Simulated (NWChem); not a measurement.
System: BiCl2, doublet; SMILES [Cl][Bi][Cl]

Input file for NWChem:

```
start job
memory heap 200 mb stack 900 mb global 1100 mb
geometry units angstroms noautoz
  Bi     0.000000     0.000000     0.415184
  Cl     1.895173     0.000000    -1.159637
  Cl    -1.895173     0.000000    -1.159637
end
basis spherical
  * library def2-tzvp
end
ecp
  Bi library def2-ecp
end
dft
  odft
  mult 2
  xc pbe0
  iterations 150
  mulliken
end
task dft energy
```

In the optimisation the excess spin sits in b2 (C2v, its own frame). Coordinates come from a PBE0/def2-SVP, spin-unrestricted optimisation. This spin state was assumed; another may lie lower. No stability test was run on the SCF state. def2 effective core potentials on Bi; no spin-orbit coupling.

**Question.** Give the results of this calculation. (PBE0/def2-TZVP with def2 effective core potentials on Bi, spin-unrestricted.) Quantities: basis functions; energy (Ha); highest occupied level (eV); lowest empty minus highest occupied level, either spin (eV); dipole (D); <S²>.

**Answer.** 
```
Quantity                                                        Value
-----------------------------------------------------------  --------
number of basis functions                                         124
energy (Ha)                                                  -1134.84
highest occupied level (eV)                                     -6.32
lowest empty minus highest occupied level, either spin (eV)      2.90
dipole (D)                                                       3.83
<S²>                                                            0.753
```
